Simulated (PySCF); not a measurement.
**Correlation energy of Mg⁺ (magnesium, charge +1)**

[Ne] 3d1, 2D determinant (an excited configuration). Computed with PySCF 2.14 in x2c-TZVPPall with one added diffuse shell each of s, p, d type (6s5p4d, 41 functions), with the spin-free X2C one-electron Hamiltonian (Gaussian nucleus). Frozen: 1s2; 9 electrons correlated.

```tsv
level	correlation energy (mhartree)
CCSD	-161.89
(T)	-1.04
CCSD(T)	-162.93
```

Diagnostics: T1 = 0.0033, D1 = 0.0052, largest double amplitude 0.019.

The outer electron is Rydberg-like, and this basis confines it to a smaller radius and binds it less than a complete one would.

Cost of the coupled-cluster step: roughly 1.6 core-seconds, for 9 correlated electrons.

Iterations:

```
CC2 = 0
CCSD nocc = (np.int64(5), np.int64(4)), nmo = (40, 40)
frozen orbitals [[0], [0]]
max_cycle = 100
direct = 0
conv_tol = 1e-08
conv_tol_normt = 1e-06
diis_space = 8
diis_start_cycle = 0
Init t2, MP2 energy = -0.156814626656396
Init E_corr(UCCSD) = -0.156814626656897
cycle = 1  E_corr(UCCSD) = -0.160920331444409  dE = -0.00410570479  norm(t1,t2) = 0.0141227
cycle = 2  E_corr(UCCSD) = -0.161794169224772  dE = -0.00087383778  norm(t1,t2) = 0.00221199
cycle = 3  E_corr(UCCSD) = -0.161878112850799  dE = -8.3943626e-05  norm(t1,t2) = 0.000841175
cycle = 4  E_corr(UCCSD) = -0.161901136672338  dE = -2.30238215e-05  norm(t1,t2) = 0.000283249
cycle = 5  E_corr(UCCSD) = -0.161892136289337  dE = 9.000383e-06  norm(t1,t2) = 0.000111128
cycle = 6  E_corr(UCCSD) = -0.161891593858304  dE = 5.42431034e-07  norm(t1,t2) = 0.000645852
cycle = 7  E_corr(UCCSD) = -0.161892372466147  dE = -7.78607843e-07  norm(t1,t2) = 2.08117e-05
cycle = 8  E_corr(UCCSD) = -0.161892423150803  dE = -5.06846565e-08  norm(t1,t2) = 7.5113e-05
cycle = 9  E_corr(UCCSD) = -0.161892650541062  dE = -2.27390258e-07  norm(t1,t2) = 5.66781e-06
cycle = 10  E_corr(UCCSD) = -0.161892631016708  dE = 1.95243533e-08  norm(t1,t2) = 2.77301e-07
cycle = 11  E_corr(UCCSD) = -0.161892623789518  dE = 7.22719048e-09  norm(t1,t2) = 4.67718e-08
UCCSD converged
E(UCCSD) = -199.5124822042882  E_corr = -0.1618926237895177
UCCSD(T) correction = -0.0010375723530189
```

This basis was not built for core-valence correlation, so the inner-shell part is incomplete.
